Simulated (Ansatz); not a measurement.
Ansatz (a quantum-chemistry and plane-wave program) input file for Ta(F)4(SH) (F4HSTa), SMILES [F][Ta]([F])([F])([F])[SH], multiplicity 1, PBE/def2-SVPD. The structure is a stationary point at B3LYP-D3(BJ)/def2-SVP. The spin state was assumed, not searched. The structure was generated by enumeration; whether it is a known compound was not checked. The def2 effective core potentials stand for the cores of Ta; spin–orbit coupling is left out. Other conformers were not sampled.

Ansatz 0.2 input:
```yaml
crystal:
  periodic: [false, false, false]
  atoms:
    - {symbol: Ta, position_ang: [-0.00132454, 0.21396774, 0.00000000]}
    - {symbol: F, position_ang: [1.88715735, 0.10052156, 0.00000000]}
    - {symbol: F, position_ang: [-1.88407087, 0.10228185, -0.00000000]}
    - {symbol: F, position_ang: [0.00716214, 1.09371731, -1.64979492]}
    - {symbol: F, position_ang: [0.00716213, 1.09371729, 1.64979492]}
    - {symbol: S, position_ang: [-0.08251787, -2.17378186, -0.00000001]}
    - {symbol: H, position_ang: [1.26028043, -2.35127726, -0.00000001]}
basis:
  gaussian:
    orbitals: def2-SVPD
hamiltonian:
  xc: {name: PBE}
```

Log of the run:

```
Functional definition: PBE
integrals: 0.11 GiB planned
1390 factors; their error is unknown
mean field: 0.66 GiB planned
mean field evaluation 1: about -23245.2029 eV, gradient 7.6e1 eV
mean field evaluation 2: about -23123.4709 eV, gradient 2.8e2 eV
mean field evaluation 4: about -23254.1016 eV, gradient 1.9e1 eV
mean field evaluation 8: about -23254.8363 eV, gradient 3.4e-1 eV
mean field evaluation 16: about -23254.7845 eV, gradient 2.2e-4 eV
mean field -23254.78454281 eV, -854.5975692892 hartree, gradient 1.8e-5 eV, S^2 0.000000; 0 other end points of the search recorded, 0 dependent functions left out
reference -23254.78459916 eV, -854.5975713598 hartree; 33, 33 occupied and 129, 129 virtual orbitals, 1390 factors
Total energy: -23254.78459916 eV, -854.5975713598 hartree
```

Self-consistency was reached.

Cost: about 7 core-seconds (a rough figure).
